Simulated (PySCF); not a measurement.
H6Mo, SMILES [MoH6-], charge -1, multiplicity 2. Atoms are numbered in the order given.

```xyz
7

Mo     0.0000     0.0000     0.0737
H     -1.7529     0.0000     0.5527
H      0.0000     1.4603    -0.7541
H     -0.8679     0.0000    -1.3468
H      1.7529     0.0000     0.5527
H      0.8679     0.0000    -1.3468
H      0.0000    -1.4603    -0.7541
```
Charge -1, spin multiplicity 2.

Geometry optimised at r2SCAN-D4/def2-TZVPD. A frequency run showed that this geometry is not a minimum. The spin state was assumed, not searched. The def2 effective core potentials stand for the cores of Mo; spin–orbit coupling is left out.

All values below come from PBE0/def2-TZVPD (PySCF).

Mulliken values depend strongly on the basis, most of all with diffuse functions as here. ESP charges are fitted to the potential on shells at 1.4 to 2.0 van der Waals radii. Atomic charges (e):

| atom | Mulliken | ESP fit | Mulliken spin |
|---|---|---|---|
| Mo1 | -1.35 | [?] | 1.36 |
| H2 | -0.07 | [?] | -0.04 |
| H3 | 0.10 | [?] | -0.05 |
| H4 | 0.15 | [?] | -0.09 |
| H5 | -0.07 | [?] | -0.04 |
| H6 | 0.15 | [?] | -0.09 |
| H7 | 0.10 | [?] | -0.05 |

Some entries are withheld; supply them. (An estimate is asked for; the answer gives what the named calculation found.)


- Mo1, ESP fit: 0.99
- H2, ESP fit: -0.49
- H3, ESP fit: -0.32
- H4, ESP fit: -0.19
- H5, ESP fit: -0.49
- H6, ESP fit: -0.19
- H7, ESP fit: -0.32
